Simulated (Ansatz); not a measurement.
`[CH3][Al]([SiH3])[Br]` + `CN[SiH](C)O` → `C[NH][Al]([CH3])[SiH3]` + `C[SiH](O)Br`  (redistribution)

Gas-phase electronic energies from Ansatz, PBE0-D4/def2-TZVP geometries. CBS: MP2 limit from def2 TZ/QZ plus the TZ coupled-cluster correction, frozen cores. DFT in def2-TZVPP. For Br outer-core shells are correlated without core-valence functions, which leaves a few kJ/mol of doubt a bond. Scalar relativity is left out up to krypton. Each species was taken in one conformer, which may not be the lowest.

```
  level  ΔE (kcal/mol)
PBE0-D4            8.1
   PBE0            8.1
```

(1) What does CCSD(T)/CBS give? (Estimate.)

Largest T1 diagnostic among the species: 0.012.

Results:

(1) Computed: +8.2 kcal/mol. The listed levels differ from it by -0.1, -0.1 kcal/mol.

From PBE to PBE0 (25 % exact exchange), in def2-TZVPP and without D4, ΔE moves by +1.4 kcal/mol. In def2-TZVPP, CCSD(T) changes the Hartree–Fock value by −3.1 kcal/mol (the triples alone add −0.5 kcal/mol) and MP2 by −3.2 kcal/mol.
